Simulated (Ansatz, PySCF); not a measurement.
C₃H₅N₃, SMILES N=c1[nH]cc[nH]1. Atoms are numbered in the order given.

```xyz
11

N     -0.1303     2.0781     0.0000
C     -0.0193     0.8002     0.0000
N     -1.0931    -0.0834     0.0000
C     -0.6638    -1.4074     0.0000
C      0.6901    -1.3938     0.0000
N      1.0872    -0.0525     0.0000
H      0.7835     2.5320     0.0000
H     -2.0463     0.2496     0.0000
H     -1.3555    -2.2441     0.0000
H      1.4024    -2.2131     0.0000
H      2.0396     0.2811     0.0000
```

Geometry optimised at B3LYP-D3(BJ)/def2-SVP.

Two levels are set side by side: PBE-D3(BJ)/def2-SVP (Ansatz, an electronic-structure program) and B3LYP-D3(BJ)/def2-SVP (Ansatz). Each level has its own optimised geometry; the coordinates shown are those of the second. Frequencies come from the Hessian of PySCF at each geometry. Differences are taken from unrounded values.

| quantity | B3LYP-D3(BJ) |
|---|---|
| mean bond length (Å) | 1.220 |
| bond N1–C2 (Å) | 1.283 |
| bond C2–N3 (Å) | 1.391 |
| bond C2–N6 (Å) | 1.397 |
| bond N3–C4 (Å) | 1.392 |
| bond C4–C5 (Å) | 1.354 |
| bond C5–N6 (Å) | 1.399 |
| bond N1–H7 (Å) | 1.020 |
| bond N3–H8 (Å) | 1.010 |
| bond C4–H9 (Å) | 1.086 |
| bond C5–H10 (Å) | 1.086 |
| bond N6–H11 (Å) | 1.009 |
| highest harmonic wavenumber (cm⁻¹) | 3693 |
| mean harmonic wavenumber (cm⁻¹) | 1418 |
| zero-point energy (kcal/mol) | 54.74 |

Question: What does PBE-D3(BJ) give, and how far is it from B3LYP-D3(BJ)? (An estimate is asked for; the answer gives what the named calculation found.)

Answer: 
```tsv
quantity	PBE-D3(BJ)	PBE-D3(BJ) minus B3LYP-D3(BJ)
mean bond length (Å)	1.227	0.007
bond N1–C2 (Å)	1.292	0.009
bond C2–N3 (Å)	1.398	0.007
bond C2–N6 (Å)	1.405	0.008
bond N3–C4 (Å)	1.392	0.000
bond C4–C5 (Å)	1.365	0.011
bond C5–N6 (Å)	1.399	0.000
bond N1–H7 (Å)	1.028	0.008
bond N3–H8 (Å)	1.017	0.007
bond C4–H9 (Å)	1.093	0.008
bond C5–H10 (Å)	1.093	0.008
bond N6–H11 (Å)	1.016	0.007
highest harmonic wavenumber (cm⁻¹)	3616	-77
mean harmonic wavenumber (cm⁻¹)	1381	-37
zero-point energy (kcal/mol)	53.32	-1.42
```

GGA bonds tend to be longer and softer than those of functionals with exact exchange. Differences between two approximate levels are no errors against the true value.
